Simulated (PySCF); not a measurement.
## NMR problem set

[PySCF 2.14.0 with density-fitted response routines: geometry: GFN2-xTB; σ from GIAO-PBE0/pcSseg-1; no solvent; one conformer; non-relativistic; rapidly exchanging positions averaged]

Scale: 1H (σ = 31.72 ppm) and 13C (σ = 186.93 ppm) vs TMS (reference shieldings calculated alike). Splittings of carbon signals by F and P are missing where no couplings were computed. Where no couplings were computed, multiplicities follow the n + 1 count of equivalent neighbours, and m marks all less simple cases (inequivalent or close neighbours, rings, F or P nearby). Shifts are as computed. Against solution values, carbons near 30 ppm lie about +3 ppm off and those near 130 ppm about +5 ppm. Of 1309 compounds with measured shifts, 239 miss one by over three times the rms of a fit or turn the order of signals round; such compounds aren't used in these exercises.

Problem. C₇H₁₄O₂Si. 1H NMR (300 MHz, computed): δ 5.21 (s, 2H), 2.21 (s, 3H), 1.80 (s, 3H), 1.80 (s, 3H), 1.63 (s, 3H). 13C{1H} NMR (computed): δ 177.2 (C), 155.3 (C), 129.5 (C), 29.2 (CH3), 24.9 (CH3), 23.4 (CH3), 17.9 (CH3). Identify the compound.

Solution. SMILES CC(=O)O[SiH2]C(C)=C(C)C. Rings plus π bonds: 2 (no ring in the answer). 7 carbon signals for 7 carbons: no two carbons are equivalent. Carbon types of the structure: 3 × C, 4 × CH3, leaving 2 H on heteroatoms. δC 177.2: carbonyl carbon. δC 155.3, 129.5: fully substituted alkene carbon; as expected for a trigonal carbon in a double bond. δH 2.21: hydrogen on a methyl carbon α to a carbonyl; α to C=O. δH 1.80, 1.80, 1.63: hydrogen on an allylic methyl carbon; allylic position.

The shifts were computed for this structure.

Problem. C₅H₁₂Si₃. 1H NMR (400 MHz, computed): δ 6.58 (m, 1H), 6.47 (m, 1H), 6.38 (m, 1H), 4.54 (m, 1H), 4.20 (m, 1H), 3.58 (s, 3H), 2.19 (s, 1H), 0.44 (s, 3H). 13C{1H} NMR (computed): δ 145.6 (CH2), 139.0 (CH), 107.6 (CH), 91.0 (C), -1.4 (CH3). Identify the compound.

Solution. SMILES C#C[Si@@](C)([SiH3])[SiH2]C=C. Rings plus π bonds: 3 (no ring in the answer). 5 carbon signals for 5 carbons: no two carbons are equivalent. Carbon types of the structure: 1 × C, 2 × CH, 1 × CH2, 1 × CH3, leaving 5 H on heteroatoms. δC 145.6: terminal =CH2 carbon; as expected for a trigonal carbon in a double bond. δC 139.0: alkene CH; the olefinic region. δC 107.6: terminal alkyne carbon. δC 91.0: alkyne carbon; the triple bond shields along its axis, which puts it between sp3 and sp2 carbons.

This is the structure that produced the data.

Problem. C₇H₈F₂O. 1H NMR (500 MHz, computed): δ 6.58 (m, 1H), 6.46 (m, 1H), 5.47 (m, 2H), 4.70 (m, 2H), 3.25 (m, 2H). 13C{1H} NMR (computed): δ 153.2 (C), 149.5 (C), 136.5 (CH), 136.3 (CH), 80.7 (CH2), 67.5 (CH2), 26.9 (CH2). Give a structure.

Solution. `O1/C(=C(\CF)F)CC=CC1`. Rings plus π bonds: 3 (1 ring in the answer). 7 carbon signals for 7 carbons: no two carbons are equivalent. Carbon types of the structure: 2 × C, 2 × CH, 3 × CH2, which accounts for all hydrogens. δC 149.5: alkene carbon bearing oxygen; an sp2 carbon further deshielded by the attached heteroatom. δC 136.5, 136.3: alkene CH; the olefinic region. δC 80.7: allylic sp3 CH2 bonded to F; deshielded by the electronegative neighbour. δC 67.5: allylic sp3 CH2 bonded to O; the inductive effect lowers its shielding.

This is the structure that produced the data.
